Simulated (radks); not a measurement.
Species: Ar+. Configuration: [Ne] 3s2 3p5 (the NIST ground configuration).

Calculated with a radial shooting solver on a logarithmic mesh with Libxc functionals: scalar-relativistic Kohn-Sham, LDA (Slater exchange, VWN5 correlation), spin-unpolarised, spherical densities, finite nucleus; Fermi nuclear charge, rms radius 3.4274 fm.

Energy parts (Ry):
total: -1054.44207
kinetic: 1059.23163
electron-nucleus: -2502.99362
Hartree: 447.21506
exchange-correlation: -57.89514

Orbitals (lengths in bohr, moments of r in powers of bohr; <r^-3> diverges for s and p1/2; r(max) is where P^2 peaks):
\begin{tabular}{lrrrrr}
orbital & occ. & eigenvalue (Ry) & <r^4> & <r^-3> & r(max) \\ \hline
1s & 2 & -229.6472 & 0.0002545 & - & 0.05620 \\
2s & 2 & -22.77250 & 0.07532 & - & 0.3395 \\
2p & 6 & -17.91780 & 0.06630 & 126.7 & 0.2806 \\
3s & 2 & -2.69294 & 7.823 & - & 1.162 \\
3p & 5 & -1.63233 & 14.73 & 11.59 & 1.257 \\
\end{tabular}

The highest occupied level is 3p at -22.209 eV. The electron density at the nucleus is 4322 e/bohr^3 (large components only).
